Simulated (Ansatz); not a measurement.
Reactions of C$_{9}$H$_{13}$N (`Cc1ccc(N(C)C)cc1`).

Computed with Ansatz on PBE0-D4/def2-TZVP structures; ΔE is electronic, products minus reactants. CBS: MP2 limit from def2 TZ/QZ plus the TZ coupled-cluster correction, frozen cores. This one scheme is used for every species, atoms too. Functionals use def2-TZVPP. Open shells (•) are unrestricted, without spin–orbit coupling. Spin–orbit coupling would lower the free atoms: a little for C. One conformer a species, not always the lowest.

```
                                                 reaction  CCSD(T)/CBS(def2) (kJ/mol)
  `Cc1ccc(N(C)C)cc1` + `C#N` → `CN(C)c1ccc(C#N)cc1` + CH₄                         -49
                  `Cc1ccc(N(C)C)cc1` → `CC(C)(C)c1cccnc1`                           ?
`Cc1ccc(N(C)C)cc1` + `CNC` → `CN(C)c1ccc(N(C)C)cc1` + CH₄                           2
        `Cc1ccc(N(C)C)cc1` + H–F → `Cc1ccc(F)cc1` + `CNC`                          41
            `Cc1ccc(N(C)C)cc1` + H₂ → `Cc1ccccc1` + `CNC`                         -57
                   `Cc1ccc(N(C)C)cc1` → 9 C• + 13 H• + N•                           ?
```

Question: Fill in the missing values. (Estimate.)

Answer: The calculation gave: `Cc1ccc(N(C)C)cc1` → `CC(C)(C)c1cccnc1`: -38.2 kJ/mol; `Cc1ccc(N(C)C)cc1` → 9 C• + 13 H• + N•: +10070.0 kJ/mol.

Largest T1 diagnostic: 0.014, for `C#N`.
